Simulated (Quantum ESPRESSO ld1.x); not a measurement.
Q: Coherent X-ray form factor from a spherical all-electron density. Method: non-relativistic Kohn-Sham, LDA (Slater exchange, VWN5 correlation), spin-polarised, spherical densities, point nucleus; computed with ld1.x of Quantum ESPRESSO 7.5.

sin(theta)/lambda (1/angstrom),f0 (electrons)
0.05,79.126
0.1,76.719
0.15,73.290
0.2,69.375
0.25,65.359
0.3,61.460
0.4,54.382
0.5,48.433
0.6,43.521
0.8,35.824
1,29.706
1.25,23.611
1.5,19.277
2,14.599

The species is in the configuration that NIST lists as its ground one. Which atom or ion scatters so?

A: The lead ion Pb2+, [Hg]. Extrapolating in s^2 from the first two rows gives f0(0) = 79.9, near the electron count 80; among species with that count, the fall with angle is slower the higher Z, and the table is that of Z = 82; from so few rows the species is fixed only to a neighbour or two.
